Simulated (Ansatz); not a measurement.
System: PdH, net charge 0, doublet state. The spin state was set by rule; other spins were not relaxed. 
Geometry from a B3LYP-D3(BJ)/def2-TZVP (Ansatz, an electronic-structure program) optimisation:
SMILES: [PdH]
```xyz
2

Pd     0.0000     0.0000    -0.0328
H      0.0000     0.0000     1.5079
```
Charge 0, spin multiplicity 2.

Basis-set convergence of Hartree-Fock and CCSD correlation energies (hartree) with Ansatz. Cores are frozen in the correlated levels unless marked. Open shells are spin-unrestricted. No spin-orbit coupling. The frozen core is the preceding noble-gas configuration, with the filled d and f shells of earlier blocks. Past Kr the def2 sets carry scalar-relativistic core potentials.

The T1 diagnostic of CCSD in the largest basis is 0.049, which is high, so the coupled-cluster rows are less sure than usual.

| basis | functions | E(HF) | E(corr, CCSD) |
|---|---|---|---|
| def2-SVPD | 42 | -127.55888 | -0.24169 |
| def2-TZVPPD | 73 | -127.59173 | -0.35438 |
| def2-QZVPPD | 121 | -127.59399 | -0.37909 |

Extrapolating the two largest sets (X = 3 and 4) as X^-3: E(corr) = (64·(-0.37909) - 27·(-0.35438))/37 = -0.3971 Eh, an estimate of the basis-set limit. The largest set recovers 95.5 % of it, the smallest 60.9 %.
